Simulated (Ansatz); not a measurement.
Other settings, tried on the cluster Cs₃ (the lowest doublet isomer of a short search).

```yaml
crystal:
  periodic: [false, false, false]
  atoms:
    - {symbol: Cs, position_ang: [-1.120689, 0.912220, 3.016297]}
    - {symbol: Cs, position_ang: [2.532021, -0.435828, -0.020416]}
    - {symbol: Cs, position_ang: [-1.411322, -0.476392, -2.995881]}
basis:
  gaussian: {orbitals: def2-TZVP}
magnetization: {spin_polarized: true, initial_magnetization: 1}
hamiltonian: {xc: {name: SVWN5}, pseudopotentials: {relativity: none}}
scf: {omitted_lower_state_checks: [starts]}
output: {forces: true}
```

```sh
$ ansatz run in.yaml --threads 4 --pin off --events-out ev --progress --plain --max-ram 3916MiB
```

It prints (some lines left out):

```
Functional definition: SVWN5
954 factors; their error is unknown
mean field evaluation 1: about -1638.9405 eV, gradient 6.1e0 eV
mean field evaluation 2: about -1638.0693 eV, gradient 1.1e1 eV
mean field evaluation 4: about -1639.4118 eV, gradient 1.0e0 eV
mean field evaluation 8: about -1639.4256 eV, gradient 5.0e-2 eV
mean field evaluation 16: about -1639.4256 eV, gradient 8.8e-5 eV
mean field -1639.42564726 eV, -60.2477812942 hartree, gradient 1.2e-5 eV, S^2 0.758630; 0 other end points of the search recorded, 0 dependent functions left out
reference -1639.42568824 eV, -60.2477828003 hartree; 14, 13 occupied and 73, 74 virtual orbitals, 954 factors
Total energy: -1639.42568824 eV, -60.2477828003 hartree
Atom 0 at    -1.120689     0.912220     3.016297 Å, force     0.044411    -0.017902    -0.043244 eV/Å
Atom 1 at     2.532021    -0.435828    -0.020416 Å, force    -0.093154     0.016000     0.000608 eV/Å
Atom 2 at    -1.411322    -0.476392    -2.995881 Å, force     0.048743     0.001902     0.042636 eV/Å
Dipole moment:     0.149425    -0.025601    -0.000709 e Å
Checks for a lower state left out: starts
```

Run time 1.6 s (4 threads of Arm Neoverse V2 on a shared host).

In the def2 sets Cs takes a core potential; there is no spin–orbit coupling.
